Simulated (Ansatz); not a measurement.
The same path of CH7BGeS (11 atoms, charge 0, multiplicity 1) was run twice with different band settings. Lost on the way: B3–H8. Made: S2–H8.

These are results of Ansatz 0.2.0, RKS PBE/def2-SVP, not measurements.

Relaxed end points:

```xyz
11
Properties=species:S:1:pos:R:3
C -0.057 1.877 1.592
S 0.345 1.170 -0.056
B -0.131 -0.527 -0.015
Ge 0.176 -1.661 -1.716
H -0.801 2.686 1.461
H 0.866 2.304 2.028
H -0.462 1.091 2.256
H -0.619 -1.001 0.993
H -1.169 -2.251 -2.232
H 0.821 -0.870 -2.887
H 1.098 -2.875 -1.403
```

```xyz
11
Properties=species:S:1:pos:R:3
C -0.187 1.746 1.204
S 0.119 -0.191 1.221
B 0.225 -1.669 0.288
Ge 0.195 -1.453 -1.770
H -0.067 2.053 0.148
H 0.579 2.216 1.851
H -1.215 1.935 1.568
H -0.018 -0.367 2.571
H -1.277 -1.673 -2.232
H 0.662 -0.093 -2.383
H 1.049 -2.562 -2.445
```

Common settings: movable images 5; climbing image yes; optimiser quadratic models (default); start path through a guess of the saddle point; force threshold 0.05 eV/Å; iteration limit 60; end points relaxed.

| run | spring |
| --- | --- |
| 1 | 5.0 eV/Å² |
| 2 | 50.0 eV/Å² |

Q: What does each run give, and how far can it be trusted?

A: Run 1: converged after 40 iterations, highest image 3.618 eV above the first end. Beside the main top the profile has a ripple of under 15 meV (maxima at images 3, 5), which may be a very shallow well or noise. Neighbouring images differ by up to 3.6 eV, so the band resolves the path poorly. The top lies less than 8 meV above the higher end, about what the thresholds resolve: that end is a shoulder or a very shallow well. A vibrational analysis at the climbing image gives one clearly imaginary mode, 56i cm⁻¹: a first-order saddle point.
Run 2: converged after 26 iterations, highest image 3.618 eV above the first end. Beside the main top the profile has a ripple of under 15 meV (maxima at images 2, 5), which may be a very shallow well or noise. Neighbouring images differ by up to 3.6 eV, so the band resolves the path poorly. The top lies less than 8 meV above the higher end, about what the thresholds resolve: that end is a shoulder or a very shallow well. Another band between the same ends (5 images) ends at a top of the same energy, where a vibrational analysis finds 1 clearly imaginary mode.
The orbitals stay closed-shell, which can raise the energy where a bond breaks towards radicals; this wasn't checked here.
